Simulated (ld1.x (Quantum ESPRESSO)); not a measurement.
# nitrogen (N) TM semilocal: all-electron and pseudo phase curves

ld1.x (Quantum ESPRESSO) 7.5 input, shortened:

```
&input
   title='N', zed=7., rel=1, dft='PBESOL', iswitch=3,
   config='[He] 2s2 2p3 3d-2'
 /
 &inputp
   pseudotype=1, tm=.true., lloc=1,
   nlcc=.true., new_core_ps=.true.
 /
3
2S  1  0   2.00   0.00  0.90  0.90  0.0
3D  3  2  -2.00   0.05  1.75  1.75  0.0
2P  2  1   3.00   0.00  2.20  2.20  0.0
 &test
   configts(1)='2s2 2p3'
 /
```

The phase is arctan(r·u′/u) with u = r·R(r), unwrapped; energies in Ry, scanned from -3 to 5 Ry. A pole is an energy at which the radial function vanishes at the test radius. The pseudo phase is shifted by a multiple of π to meet the all-electron one at the reference energy, and phase errors are pseudo minus all-electron; the curves can meet again beyond the range given. Levels narrower than the energy grid can be missing from the lists of poles.

```tsv
channel	radius (bohr)	reference energy (Ry)	poles, all-electron	poles, pseudo	unbroken range about the reference energy with phases within 0.05 rad	phase error 1 Ry above the reference energy (rad)
s	2.39	-1.36	-1.05	-1.05	the whole range	-0.000
p	2.39	-0.52	-0.14	-0.12	below 0.8	+0.028
d	2.39	0.05	3.77	3.79	the whole range	+0.000
```

Phases in the p channel:

| E (Ry) | all-electron | pseudo |
| --- | --- | --- |
| -3.00 | 1.317 | 1.319 |
| -2.52 | 1.288 | 1.292 |
| -2.04 | 1.245 | 1.250 |
| -1.56 | 1.169 | 1.176 |
| -1.08 | 0.961 | 0.973 |
| -0.60 | -0.601 | -0.598 |
| -0.12 | -1.582 | -1.573 |
| 0.36 | -1.771 | -1.747 |
| 0.84 | -1.907 | -1.858 |
| 1.32 | -2.094 | -1.983 |
| 1.80 | -2.497 | -2.184 |
| 2.28 | -3.415 | -2.614 |
| 2.76 | -4.124 | -3.442 |
| 3.24 | -4.399 | -4.068 |
| 3.72 | -4.530 | -4.342 |
| 4.20 | -4.608 | -4.478 |
| 4.68 | -4.662 | -4.560 |
